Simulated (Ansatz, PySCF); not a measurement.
Ways to break one bond of OCO:

A. OCO -> [O]CO + H atom
B. OCO -> O[CH]O + H atom
C. OCO → [OH] (HO) + [CH2]O

Quantity: bond dissociation energy (enthalpy at 298 K, with B3LYP-D3(BJ) rigid-rotor harmonic-oscillator terms from PySCF), kcal/mol. Each molecule is optimised on its own at B3LYP-D3(BJ)/def2-TZVP (Ansatz, a first-principles code), one conformer each, not searched for the lowest. Correlated levels leave the core frozen unless marked. Open shells are spin-unrestricted. No spin-orbit coupling. No relativistic terms. CBS(X,Y): correlation extrapolated as X^-3; Hartree-Fock from the larger set. The bracket is a focal-point correction in the basis named.

Rank them by bond dissociation energy at RI-MP2/CBS(cc-pVTZ,cc-pVQZ)+[CCSD(T)-MP2]/cc-pVTZ (Ansatz), lowest first.

B (97.8 kcal/mol), C (99.9 kcal/mol), A (106.6 kcal/mol)
